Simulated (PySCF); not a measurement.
# Structure revision by computed shifts

A compound C6H7FN2 gives the data below (simulated from a calculation) and was assigned the structure `CCc1cnc(F)cn1`.

¹³C{¹H} NMR (computed): δ 164.6 (C), 139.9 (CH), 91.5 (CH), 29.7 (CH), 9.3 (CH2, 2C).

¹H NMR (500 MHz, computed): δ 7.38 (m, 1H), 5.76 (m, 1H), 3.56 (m, 1H), 1.46 (m, 2H), 0.89 (m, 2H).

Theoretical values (PySCF): GFN2-xTB structure, σ from GIAO-PBE0/pcSseg-1. One conformer, no relativistic terms, no solvent, equivalent nuclei averaged.

References, each an isolated molecule treated in the same way: ¹H and ¹³C against TMS.

(1) Compare with the shifts computed for the proposed structure, pairing carbons in order of shift.

(2) Which isomer fits?

## Answers

(1) Atoms are numbered as in `[CH3:1][CH2:2][c:3]1[cH:4][n:5][c:6]([F:7])[cH:8][n:9]1`; H(Xn) means a hydrogen on atom n.

| atom | computed for proposal | given list | difference |
| --- | --- | --- | --- |
| C6 | 169.6 | 164.6 | +5.0 |
| C3 | 163.1 | 139.9 | +23.2 |
| C4 | 147.4 | 91.5 | +55.9 |
| C8 | 137.0 | 29.7 | +107.3 |
| C2 | 33.8 | 9.3 | +24.5 |
| C1 | 20.1 | 9.3 | +10.8 |

The rms difference is 51.5 ppm and the largest +107.3 ppm at C8 (aromatic CH next to a ring nitrogen). The proposal also would give 6 carbon signals, not 5. The carbon types in order of shift don't match either: C, C, CH, CH, CH2, CH3 for the proposal against C, CH, CH, CH, CH2, CH2 in the data. The proposal doesn't fit.

(2) SMILES Fc1ccnn1C1CC1.

Carbon types of the structure: 1 × C, 3 × CH, 2 × CH2, which accounts for all hydrogens. δC 164.6: aromatic carbon bearing fluorine; the electronegative substituent deshields the carbon that carries it. δC 139.9: aromatic CH next to a ring nitrogen. δC 91.5: aromatic CH. δC 29.7, 9.3: three-membered-ring carbon.

Other isomers checked: C=CCn1cc(F)cn1 (rms 64.3 ppm); NCc1ccc(F)nc1 (rms 69.8 ppm).

The data come from this structure; uniqueness wasn't tested.

Splittings by ¹⁹F in the carbon and heteronuclear signals aren't shown, as no couplings were computed. Shifts are as computed. Against solution values, carbons near 30 ppm lie about +3 ppm off and those near 130 ppm about +5 ppm. Of 1313 compounds with measured shifts, 239 miss one by over three times the rms of a fit or turn the order of signals round; such compounds aren't used in these exercises. No couplings were computed; multiplicities are counted from neighbouring protons, with m where these are inequivalent, close in shift, in a saturated or five-membered ring or joined by F or P, and br s for small geminal =CH2 splittings.
